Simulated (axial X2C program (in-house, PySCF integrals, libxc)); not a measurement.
# Levels of In₂⁺ by electron attachment to In₂²⁺ (EOM-EA-CCSD)

Computed with an axial X2C code built on PySCF integrals: two-component X2C with atomic mean-field Coulomb and Gaunt terms, Gaussian nuclei, basis In dyall-acv3z with contracted cores.

R = 3.610 Å (near the PBE0 minimum at charge 1 of the determinant lowest at the starting distance; the state shown can have its own minimum elsewhere).

Hartree–Fock spinors of In₂²⁺ (one of each Kramers pair; a window near the gap, which can cut inner shells):

```csv
ω,occupied,ε (eV),character
1/2,yes,-21.91,"82% In s, 9% In p, 7% In d"
1/2,yes,-20.14,"85% In s, 6% In d, 6% In p"
1/2,no,-9.66,"92% In p, 6% In s"
1/2,no,-9.08,"91% In p, 7% In d"
3/2,no,-8.92,"91% In p, 7% In d"
1/2,no,-7.88,"85% In p, 10% In d, 5% In f"
3/2,no,-7.69,"84% In p, 11% In d, 5% In f"
1/2,no,-6.44,"74% In p, 15% In d, 8% In s"
```

Levels of In₂⁺ obtained by attaching an electron to In₂²⁺:

```
  Ω  binding energy (eV)  above lowest (cm⁻¹)       attached spinor  one-particle weight
1/2               10.302                    0             90% In pσ                 0.95
1/2                9.710                 4773             90% In pπ                 0.95
3/2                9.551                 6056             90% In pπ                 0.95
1/2                8.537                14239             86% In pπ                 0.94
3/2                8.353                15722             86% In pπ                 0.94
1/2                7.228                24798  74% In pσ, 16% In dσ                 0.89
```

**Question.** Take the first Ω = 1/2 and Ω = 3/2 rows of π character: how far apart are they, and which lies lower?

**Answer.** E(3/2) − E(1/2) = 6056 − 4773 = 1283 cm⁻¹ at EOM-EA-CCSD: regular, Ω = 1/2 lower. Splittings at this level can be off by ten to twenty per cent.

This point took 6 s on 1 thread of Intel(R) Xeon(R) Platinum 8124M CPU @ 3.00GHz (Skylake/Cascade Lake), with other jobs on the host.

Reference electrons by ω block (each with its −ω partner): 1/2: 30, 3/2: 14, 5/2: 4. 4 electrons of In₂²⁺ correlated (inner shells frozen), 92 natural virtual spinors (a truncated set); levels can be off by some tenths of an eV. Roots sought by Ω: (1/2: 5, 3/2: 4, 5/2: 2, 7/2: 1); rows need 60 % one-particle weight and stop where some Ω has no more roots. Missing are any skipped roots, higher Ω and states of a further excitation; these come out far too high here and may in truth be low or lowest. T1 of the reference 0.003 (Lee–Taylor). The reference was not checked to be the lowest state of its species. Number of frozen shells: In 4 s, 3 p, 2 d. g and u states are not told apart.
